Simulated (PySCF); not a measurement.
A GIAO shielding run with PySCF (density fitting, non-relativistic, gas phase) on `C[Si]1(C)C[C@H](O)CO1`, C$_{5}$H$_{12}$O$_{2}$Si:

```
$ OMP_NUM_THREADS=1 python probes_run.py task.json out

{"job": {"kind": "nmr", "xc": "PBE0", "basis": "pcSseg-1"}, "charge": 0, "multiplicity": 1}
C      1.509304     0.281985     1.695810
Si     0.683228    -0.263473     0.072318
C      1.905376    -1.155583    -1.077583
C     -0.343984     1.078901    -0.820346
C     -1.768001     0.736907    -0.367899
O     -2.098808     1.379786     0.839272
C     -1.814389    -0.788613    -0.192318
O     -0.622349    -1.213161     0.419974
H      0.932233     1.022501     2.242510
H      1.652539    -0.572247     2.349763
H      2.485954     0.709145     1.497638
H      2.710694    -0.495814    -1.382108
H      1.422457    -1.529667    -1.975876
H      2.352161    -2.003479    -0.568767
H     -0.116153     2.109181    -0.559988
H     -0.271433     0.989717    -1.902599
H     -2.526813     1.064931    -1.083840
H     -1.526275     1.019176     1.527242
H     -2.650329    -1.079352     0.448418
H     -1.920561    -1.280162    -1.164658
```

Hardware: 1 thread of an Arm Neoverse N1, shared host. The job also computes population analyses, field gradients, ring-centre shieldings.

(1) How large is the calculation?

(2) How long does it take, and how much memory does it need?

Results:

(1) 72 electrons, 203 basis functions and 1074 auxiliary functions.

(2) 87 s of wall time, with 14 SCF cycles and 4 response iterations; peak memory 0.93 GiB. Times on a shared host scatter by some tens of per cent.
